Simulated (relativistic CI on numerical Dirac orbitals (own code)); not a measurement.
**Fe⁵⁺: resonant inelastic scattering at the L2,3 edge**

Computed with this model: Dirac-Coulomb-Breit CI, separate exchange-only KLI orbitals for each configuration, QED by a radiative potential, valence Slater integrals scaled by 0.7, Kramers-Heisenberg scattering through one core-hole configuration in a parametric crystal field; configurations [Ar] 3d3 → [He] 2s2 2p5 3s2 3p6 3d4; 80 K; core-hole width 0.4 eV; summed over polarisations. Incident energies are the highest absorption maxima for each field (at most a few, so the weaker spin-orbit partner edge can be absent), on the computed scale of the free ion. Intensities are in per cent of the strongest line above 0.02 eV; levels within 1 cm⁻¹ are merged; final levels count from the ground level, the first row holds all elastic scattering, lines under 0.4 are left out and each table stops after 24 rows. The scale of the Slater integrals is a model choice and moves the terms in proportion.

Field parameters in Wybourne normalisation: D4h B²₀ = −7Ds, B⁴₀ = 21(Dq − Dt), B⁴₄ = 21√(5/14) Dq; Td as Oh with Dq negative (B⁴₀ = 21Dq, B⁴₄ = √(5/14) B⁴₀). The field is a parameter set, without covalency.

S is read from ⟨S²⟩ = S(S + 1).

D4h, 10Dq = 20500, Ds = 1240, Dt = 580 cm⁻¹:

```csv
Final level (eV),Degeneracy,Irrep,S,719.9 eV,720.4 eV,721.2 eV
0.000,2,Γ7,1.50,2549.3,2437.3,2006.3
0.000,2,Γ6,1.50,256.2,205.7,123.4
1.784,2,Γ7,1.50,52.8,76.7,99.8
1.811,2,Γ7,1.50,30.6,37.9,59.8
1.827,2,Γ6,1.48,51.9,41.0,53.0
1.845,2,Γ6,1.49,15.4,35.3,24.2
2.351,2,Γ7,0.67,6.9,23.4,73.9
2.354,2,Γ6,0.54,52.5,53.7,64.8
2.445,2,Γ7,0.61,25.8,46.3,57.9
2.466,2,Γ6,0.70,33.4,52.9,49.4
2.495,2,Γ6,0.64,16.1,45.6,26.4
2.564,2,Γ6,1.33,70.7,39.0,30.1
2.573,2,Γ7,1.37,13.2,100.0,51.3
2.807,2,Γ6,1.49,27.8,29.2,70.2
2.812,2,Γ7,1.47,26.4,26.7,67.0
3.371,2,Γ7,0.65,38.6,25.7,27.7
3.416,2,Γ6,0.73,17.3,23.0,38.3
3.425,2,Γ7,0.83,29.0,34.4,29.3
3.519,2,Γ6,1.48,29.6,34.3,46.4
3.526,2,Γ7,1.43,15.5,30.2,48.8
3.543,2,Γ6,1.38,19.5,17.6,53.0
3.554,2,Γ7,1.28,25.8,34.4,40.8
3.955,2,Γ6,0.53,7.9,10.7,9.2
4.078,2,Γ6,0.50,23.0,51.9,35.5
```

Td, 10Dq = -17600 cm⁻¹:

| Final level (eV) | Degeneracy | Irrep | S | 720 eV | 721 eV | 730.7 eV |
| --- | --- | --- | --- | --- | --- | --- |
| 0.000 | 4 | Γ8 | 1.43 | 905.1 | 366.1 | 171.2 |
| 0.033 | 2 | Γ7 | 1.50 | 91.1 | 79.1 | 36.3 |
| 0.104 | 4 | Γ8 | 1.49 | 40.9 | 68.9 | 73.2 |
| 0.153 | 2 | Γ6 | 1.50 | 54.8 | 30.7 | 52.3 |
| 0.319 | 4 | Γ8 | 0.64 | 64.8 | 32.2 | 57.1 |
| 1.993 | 4 | Γ8 | 1.41 | 26.8 | 13.3 | 100.0 |
| 1.999 | 2 | Γ7 | 1.44 | 4.0 | 15.4 | 63.0 |
| 2.039 | 2 | Γ6 | 1.36 | 3.9 | 14.1 | 1.9 |
| 2.056 | 4 | Γ8 | 1.46 | 7.5 | 6.6 | 17.0 |
| 2.173 | 2 | Γ6 | 0.74 | 2.9 | 15.7 | 10.2 |
| 2.196 | 4 | Γ8 | 0.59 | 16.8 | 12.6 | 16.6 |
| 2.255 | 2 | Γ7 | 0.61 | 6.6 | 1.2 | 11.3 |
| 2.324 | 4 | Γ8 | 0.66 | 9.4 | 7.9 | 8.3 |
| 2.915 | 2 | Γ6 | 0.51 | 1.3 | 2.4 | 1.1 |
| 2.967 | 4 | Γ8 | 0.53 | 3.1 | 11.5 | 9.7 |
| 3.718 | 2 | Γ6 | 1.49 | 10.1 | 8.3 | 3.1 |
| 3.758 | 4 | Γ8 | 1.48 | 4.1 | 18.4 | 13.1 |
| 3.789 | 2 | Γ7 | 1.48 | 1.9 | 4.4 | 2.1 |
| 3.794 | 4 | Γ8 | 1.49 | 6.3 | 10.8 | 8.8 |
| 4.021 | 2 | Γ6 | 0.51 | 3.9 | 3.9 | 1.1 |
| 4.068 | 4 | Γ8 | 0.67 | 7.0 | 6.5 | 9.7 |
| 4.111 | 2 | Γ7 | 0.53 | 5.5 | 6.0 | 1.1 |
| 4.246 | 4 | Γ8 | 1.41 | 5.0 | 9.2 | 6.5 |
| 4.490 | 2 | Γ6 | 0.50 | 2.2 | 3.3 | 1.6 |

Td, 10Dq = -9000 cm⁻¹:

```
Final level (eV)  Degeneracy  Irrep     S  719.6 eV  719.9 eV  721.6 eV
           0.000           4     Γ8  1.50     682.4     596.1     329.8
           0.014           2     Γ7  1.50      27.9      34.3      14.1
           0.090           4     Γ8  1.50      45.9      65.1       9.9
           0.141           2     Γ6  1.50      23.7      36.4      10.1
           1.001           2     Γ7  1.50       2.9       6.8      14.5
           1.008           4     Γ8  1.49      34.7      30.9     100.0
           1.047           2     Γ6  1.50       4.1       8.4       7.0
           1.051           4     Γ8  1.49      17.8      15.7      62.9
           1.317           4     Γ8  0.52      15.4      26.6      21.7
           2.134           4     Γ8  1.38       3.9       3.4      22.1
           2.166           2     Γ6  0.50       2.7       8.8       3.8
           2.204           2     Γ7  0.51       1.5       2.2       2.3
           2.204           4     Γ8  0.64       4.2       8.4      10.8
           2.295           4     Γ8  0.58       5.2       6.5       5.4
           2.708           2     Γ6  1.23       4.6       7.6      20.5
           2.715           4     Γ8  1.24       2.0       7.0      29.2
           2.850           2     Γ7  1.49       0.6       1.9       6.4
           2.852           4     Γ8  1.50       4.6       6.9      32.0
           2.863           2     Γ6  0.92       2.3       4.2       1.1
           2.958           4     Γ8  0.90       2.8       4.7       8.9
           3.020           2     Γ6  0.50       3.2       1.6       2.0
           3.345           4     Γ8  0.51       3.2       4.1       8.2
           3.367           2     Γ7  0.51       1.4       1.7       3.8
           3.494           4     Γ8  0.50       2.2       4.2       3.0
```

For the first field the strongest loss at the lowest incident energy is the level at 2.56 eV (S = 1.33, against 1.50 in the thermal ground state). Levels of other spin, the first over 8 % at 2.35 eV, appear because spin-orbit coupling of the core hole, and in heavier ions of the valence shell too, mixes spins.
